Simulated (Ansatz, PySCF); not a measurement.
The PySCF input:
```python
from pyscf import gto, scf, dft

mol = gto.M(
    atom='''
Ti   -0.159332   -0.287538   -0.030015
Cl    1.814963   -0.363306   -0.828807
Cl    0.049590    0.371138    1.989703
Cl   -1.030692    1.412705   -0.997611
N    -1.115634   -1.865280   -0.221192
H    -0.920946   -2.619670   -0.890115
H    -1.939956   -2.146664    0.322930
''',
    basis='sto-3g',
    charge=1,
    spin=1,
    verbose=4,
)

mf = dft.UKS(mol)
mf.xc = 'bhandhlyp'
mf.grids.atom_grid = (99, 590)
mf.grids.prune = None
mf.kernel()
```

Question: Give the equivalent Ansatz (a quantum-chemistry and plane-wave program) input.

Answer: One answer among several that fit: 
Ansatz 0.2 input:
```yaml
crystal:
  periodic: [false, false, false]
  atoms:
    - {symbol: Ti, position_ang: [-0.15933157, -0.28753755, -0.03001480]}
    - {symbol: Cl, position_ang: [1.81496279, -0.36330623, -0.82880689]}
    - {symbol: Cl, position_ang: [0.04959011, 0.37113777, 1.98970336]}
    - {symbol: Cl, position_ang: [-1.03069217, 1.41270485, -0.99761111]}
    - {symbol: N, position_ang: [-1.11563373, -1.86527969, -0.22119158]}
    - {symbol: H, position_ang: [-0.92094584, -2.61967038, -0.89011470]}
    - {symbol: H, position_ang: [-1.93995609, -2.14666419, 0.32292987]}
basis:
  gaussian:
    orbitals: STO-3G
hamiltonian:
  xc: {name: BHLYP}
total_charge: 1
magnetization: {spin_polarized: true, initial_magnetization: 1}
accuracy: high
```

Both were run: PySCF gave -2261.594673 Eh and Ansatz -2261.594676 Eh, 0.003 mEh apart.
